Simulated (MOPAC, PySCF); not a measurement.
CClF3, SMILES `FC(Cl)(F)F`, neutral singlet in the gas phase. 

Cartesian coordinates (Å):
```xyz
5

F     -0.4044    -0.7627    -1.0632
C     -0.0409    -0.0027    -0.0341
F     -0.5994     1.1963    -0.1726
F     -0.4954    -0.5567     1.0864
Cl     1.7217     0.1453     0.0256
```
Charge 0, spin multiplicity 1.

All levels are single points at this geometry (B3LYP-D3(BJ)/def2-TZVP); Pople sets use spherical d functions. Orbital energies aren't observables, and empty levels follow the basis.

```json
[
 {"level": "B3LYP-D3(BJ)/def2-TZVP in PySCF", "HOMO (eV)": "-9.78", "LUMO (eV)": "-0.44", "gap (eV)": "9.34", "dipole (D)": "0.41", "vertical IE, Delta-SCF (eV)": "–"},
 {"level": "PBE-D3(BJ)/def2-TZVP in PySCF", "HOMO (eV)": "-8.46", "LUMO (eV)": "-1.23", "gap (eV)": "7.23", "dipole (D)": "0.27", "vertical IE, Delta-SCF (eV)": "–"},
 {"level": "B3LYP/3-21G in PySCF", "HOMO (eV)": "-9.63", "LUMO (eV)": "0.02", "gap (eV)": "9.65", "dipole (D)": "0.15", "vertical IE, Delta-SCF (eV)": "–"},
 {"level": "B3LYP/6-311+G** in PySCF", "HOMO (eV)": "-9.91", "LUMO (eV)": "-0.74", "gap (eV)": "9.16", "dipole (D)": "0.50", "vertical IE, Delta-SCF (eV)": "–"},
 {"level": "B3LYP/6-31G* in PySCF", "HOMO (eV)": "-9.51", "LUMO (eV)": "-0.07", "gap (eV)": "9.44", "dipole (D)": "0.06", "vertical IE, Delta-SCF (eV)": "12.73"},
 {"level": "B3LYP/LANL2DZ in PySCF", "HOMO (eV)": "-10.18", "LUMO (eV)": "-0.63", "gap (eV)": "9.55", "dipole (D)": "0.52", "vertical IE, Delta-SCF (eV)": "–"},
 {"level": "M06-2X/6-31G* in PySCF", "HOMO (eV)": "-11.35", "LUMO (eV)": "1.28", "gap (eV)": "12.63", "dipole (D)": "0.15", "vertical IE, Delta-SCF (eV)": "–"},
 {"level": "SVWN5/6-31G* in PySCF", "HOMO (eV)": "-8.32", "LUMO (eV)": "-1.07", "gap (eV)": "7.25", "dipole (D)": "0.06", "vertical IE, Delta-SCF (eV)": "–"},
 {"level": "HF/3-21G in PySCF", "HOMO (eV)": "-14.04", "LUMO (eV)": "4.36", "gap (eV)": "18.40", "dipole (D)": "0.32", "vertical IE, Delta-SCF (eV)": "–"},
 {"level": "HF/STO-3G in PySCF", "HOMO (eV)": "-11.73", "LUMO (eV)": "8.81", "gap (eV)": "20.54", "dipole (D)": "1.08", "vertical IE, Delta-SCF (eV)": "–"},
 {"level": "AM1 in MOPAC", "HOMO (eV)": "-13.16", "LUMO (eV)": "-0.72", "gap (eV)": "12.44", "dipole (D)": "0.17", "vertical IE, Delta-SCF (eV)": "–"},
 {"level": "PM6 in MOPAC", "HOMO (eV)": "-12.24", "LUMO (eV)": "-1.03", "gap (eV)": "11.21", "dipole (D)": "0.17", "vertical IE, Delta-SCF (eV)": "–"},
 {"level": "PM7 in MOPAC", "HOMO (eV)": "-12.38", "LUMO (eV)": "-1.12", "gap (eV)": "11.25", "dipole (D)": "0.14", "vertical IE, Delta-SCF (eV)": "–"}
]
```
